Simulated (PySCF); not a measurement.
# WNCl₃, singlet: molecular constants

Level of theory: PBE/[W def2-SVP with ECP60, N def2-SVP, Cl def2-SVP], scalar-relativistic core potentials, density fitting, no spin–orbit coupling, PySCF.

The structure is a minimum.

Z-matrix (Å, degrees; charge 0 multiplicity 1):
```
W
N  1 1.6773
Cl 1 2.2791 2 104.36
Cl 1 2.2791 2 104.36 3 -120.00
Cl 1 2.2791 2 104.36 3 120.00
```

* Point group: C3v
* Bond lengths: W–Cl 2.279 Å (×3), W–N 1.677 Å
* Bond angles: Cl–W–Cl 114.1° (×3), Cl–W–N 104.4° (×3)
* Rotational symmetry number: 3
* Atomisation energy without zero-point energy: 2037 kJ/mol
* Rotational constants: 0.05197, 0.05197, 0.03296 cm⁻¹
* Lowest empty level: -4.26 eV
* Zero-point energy: 19.0 kJ/mol
* Entropy at 298.15 K and 1 bar: 360.7 J/(mol K)
* Dipole moment: 1.99 D
* Principal quadrupole moments (Buckingham, traceless) about the centre of mass: -4.65, 2.33, 2.33 D Å
* Enthalpy at 298.15 K above 0 K: 20.48 kJ/mol
* Highest occupied level: -7.64 eV
* Principal polarisabilities: 61.8, 77.2, 77.2 bohr³
* Heat capacity Cp at 298.15 K: 91.6 J/(mol K)

Harmonic modes (masses in u: W 183.951, N 14.003, Cl 34.969):
| symmetry | ω (cm⁻¹) | IR (km/mol, summed over degenerate members) | μ (u) |
| --- | --- | --- | --- |
| e | 100 | 0.5 | 38.07 |
| a1 | 128 | 0.3 | 43.43 |
| e | 264 | 2.4 | 16.13 |
| a1 | 390 | 6.1 | 35.98 |
| e | 412 | 113 | 42.57 |
| a1 | 1109 | 37.8 | 14.99 |

In C3v the vibrations span 3e + 3a1.

Charges (e):
```
   atom  Mulliken  Löwdin  polar tensor  Mayer order to W1
     W1      0.63   -0.54          1.53                  –
     N2     -0.18   -0.03         -0.41               2.78
Cl3,4,5     -0.15    0.19         -0.37               1.21
```

Mulliken populations on W1 (electrons outside its core potential): s 2.54, p 6.35, d 4.37, f 0.11.

Formally W is in oxidation state +6, d0. The polar-tensor charge on W, 1.53, is far below the formal one.

This need not be the most stable arrangement of these atoms. Spin–orbit coupling, left out here, can matter for elements this heavy.

The final relaxation and frequency run took 100 s on 2 threads of a shared Arm Neoverse N1 host, with 100 basis functions and 14 gradients; the process peaked at 1.2 GiB. Launch command: `OMP_NUM_THREADS=2 python axn.py task.json out`.
